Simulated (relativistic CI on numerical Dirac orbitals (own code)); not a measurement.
## Crystal-field levels of Dy³⁺, 4f9

Calculated by Dirac-Coulomb-Breit CI, KLI orbitals optimised for each configuration, model QED, valence Slater integrals scaled by 0.7, one configuration in a parametric crystal field (own radial code).

Field parameters in Wybourne normalisation; cubic f-shell fields have B⁴₄ = √(5/14) B⁴₀ and B⁶₄ = −√(7/2) B⁶₀. The field is a parameter set, without covalency.

S and J are read from ⟨S²⟩ = S(S + 1) and ⟨J²⟩ = J(J + 1) of each level; they are not fictitious spins.

Oh, B40 = 780, B60 = 730 cm⁻¹, the lowest 16 levels:

```csv
E (cm⁻¹),Degeneracy,Irrep,S,J
0.0,2,Γ7,2.42,7.49
43.2,4,Γ8,2.42,7.49
46.2,2,Γ6,2.42,7.49
295,4,Γ8,2.42,7.49
335,4,Γ8,2.42,7.50
3652,2,Γ7,2.45,6.50
3715,4,Γ8,2.45,6.49
3807,2,Γ6,2.45,6.50
3809,4,Γ8,2.45,6.49
3873,2,Γ7,2.45,6.49
5879,2,Γ7,2.43,5.49
5936,2,Γ6,2.42,5.50
5940,4,Γ8,2.42,5.50
5991,4,Γ8,2.42,5.49
7452,4,Γ8,2.39,4.73
7697,4,Γ8,2.41,4.74
```

Principal g values of the ground doublet: 7.54, 7.54, 7.54.

Oh, B40 = -1510, B60 = 840 cm⁻¹, the lowest 10 levels:

```tsv
E (cm⁻¹)	Degeneracy	Irrep	S	J
0.0	2	Γ7	2.42	7.50
50.4	4	Γ8	2.42	7.50
121	4	Γ8	2.42	7.49
363	2	Γ6	2.42	7.49
474	4	Γ8	2.42	7.49
3709	2	Γ7	2.45	6.49
3713	2	Γ6	2.45	6.49
3736	4	Γ8	2.45	6.49
3899	4	Γ8	2.45	6.49
3902	2	Γ7	2.45	6.49
```

Principal g values of the ground doublet: 7.55, 7.55, 7.55.

The next free-ion level lies 3590 cm⁻¹ above the lowest; the field splits the ground level into components whose J stays near 15/2 as long as their spread is small against that gap.

Levels of this model without a field, named by their leading LS term (the scale mimics covalency, so terms lie below those of the real free ion): 6H°_15/2 0, 6H°_13/2 3590, 6H°_11/2 5782, 6H°_9/2 7539, 6F°_11/2 7648, 6F°_9/2 8497, 6H°_7/2 8969, 6H°_5/2 10001 cm⁻¹.
